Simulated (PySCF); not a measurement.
**SrN⁺: one state, many levels of theory**

State: ³Σ⁻ (triplet), unpaired electrons π ↑↑. Set-up: Sr def2-SVPD with ECP28, N def2-SVPD; scalar-relativistic core potentials (PySCF 2.14). De refers to Sr⁺ + N in their high-spin ground configurations, without counterpoise correction. The functionals are run spin-unrestricted. A positive dipole points towards N; it is taken about the centre of mass and depends on that origin. Levels whose curve was spin-contaminated or gave no clean fit are not listed.

```
 Level  Re (Å)  ωe (cm⁻¹)  De (eV)  μ (D)
   PBE   2.341        440     1.83  -6.04
r²SCAN   2.335        457     1.49  -6.59
 M06-L   2.334        472     2.06  -6.89
  PBE0   2.324        465     1.47  -6.85
   M06   2.328        469     1.69  -6.95
M06-2X   2.330        470     1.30  -7.14
```

The bond length runs from 2.324 Å (PBE0) to 2.341 Å (PBE). De spans 1.30 eV (M06-2X, hybrid meta-GGA) to 2.06 eV (M06-L, meta-GGA).

Spin–orbit coupling is left out. For an ion De counts to the pair picked by the measured ionisation energies or electron affinities, which need not be the lowest pair at this level. The state is the lowest determinant that a PBE0 search found; another state may lie lower at other levels.
